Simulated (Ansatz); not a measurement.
Molecule: sum formula AlClF₂ (charge 0, singlet). SMILES: [F][Al]([F])[Cl]
Geometry: optimised at B3LYP-D3(BJ)/def2-TZVP (Ansatz, a first-principles code).

Property: atomisation energy (electronic, to ground-state atoms), in kJ/mol. Correlated levels leave the core frozen unless marked. Open shells are spin-unrestricted. Spin-orbit coupling is left out. No relativistic terms. The coupled-cluster limit lacks core correlation, which all-electron functionals hold. Basis-set limits of correlation are two-point, X^-3; Hartree-Fock from the larger set (for Q and 5 zeta extrapolated as (X+1)exp(-9√X)).

```tsv
level	program	atomisation energy (kJ/mol)
r2SCAN/def2-TZVPD	Ansatz	1621.4
B97M-V/def2-TZVPD	Ansatz	1620.9
B3LYP-D3(BJ)/def2-TZVPD	Ansatz + dftd3	1578.5
PBE0-D3(BJ)/def2-TZVPD	Ansatz + dftd3	1577.2
```

### Question
Estimate the value at CCSD(T)/CBS(cc-pV(Q+d)Z,cc-pV(5+d)Z) as computed with Ansatz.

### Answer
1641.0 kJ/mol
